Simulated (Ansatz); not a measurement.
Cost and result up the ladder for Ga12N12 (24 atoms). The state is a singlet with charge 0. Geometry: PBE-D4/def2-SVP.

```tsv
atom	x (Å)	y (Å)	z (Å)
Ga1	-0.794	2.413	1.439
Ga2	1.691	0.868	2.105
Ga3	-0.837	0.139	3.024
Ga4	1.997	0.984	-1.758
Ga5	-0.569	2.498	-1.400
Ga6	-0.351	0.323	-3.104
Ga7	2.352	-0.916	0.159
Ga8	0.589	-1.991	1.932
Ga9	0.895	-1.875	-1.931
Ga10	-0.302	0.118	-0.020
Ga11	-2.037	-1.310	-1.630
Ga12	-2.262	-1.396	1.209
N13	0.258	1.718	3.012
N14	-0.585	3.592	0.061
N15	0.720	1.893	-2.827
N16	2.258	-0.999	2.129
N17	2.569	-0.881	-1.803
N18	1.592	0.985	0.156
N19	-1.695	0.572	1.334
N20	-1.466	0.659	-1.547
N21	0.516	-1.806	-0.013
N22	-1.080	-1.753	2.802
N23	-0.618	-1.578	-3.037
N24	-2.839	-2.258	-0.293
```

Ansatz on 4 threads of AMD EPYC 7R13 on a shared host and a share (37 GiB) of an NVIDIA H100 80GB HBM3. Times are rough, and most runs start from the orbitals of an earlier one. r2SCAN0-D4/def2-TZVP serves as the yardstick here, not as an exact answer. Differences are given only for rows in sets of like size (and for xTB, whose basis is part of the method), since another set adds its own error. Binding counts from free atoms at the same level (Ga doublet, N quartet; other spins of the atoms weren't run), without zero-point energy or a counterpoise term.

Correlated methods freeze 120 core orbitals; core or outer-core shells of Ga are correlated, in sets that lack core-valence functions. The rows differ in basis, and correlated rows in double-zeta sets carry the largest basis error. Single mean-field runs in def2-SVP, def2-TZVP are fitted with def2-universal-jkfit. Another isomer (singlet) lies 7.08 eV lower at PBE0-D4/def2-TZVP; other spin states weren't run for this one.

Correlated methods converge slowly with the basis, most of all in double-zeta sets.

```tsv
level	functions	binding energy per atom (eV)	difference from r2SCAN0-D4/def2-TZVP (eV)
r2SCAN0-D4/def2-TZVP	948	3.15	0.00
r2SCAN-D4/def2-TZVP	948	3.36	0.21
PBE0-D4/def2-SVP	552	3.38	–
PBE0-D4/def2-TZVP	948	3.35	0.20
PBE-D4/def2-SVP	552	3.62	–
MP2/def2-SVP	552	3.27	–
PBE-D4/def2-TZVP (with forces)	948	3.58	0.43
```

**Question.** Estimate how long each takes.

**Answer.** PBE0-D4/def2-SVP 6.5 s; PBE-D4/def2-SVP 7 s; PBE-D4/def2-TZVP (with forces) 12 s; MP2/def2-SVP 13 s; PBE0-D4/def2-TZVP 13 s; r2SCAN0-D4/def2-TZVP 13 s; r2SCAN-D4/def2-TZVP 14 s. On shared hardware such times vary by a factor of up to 3.
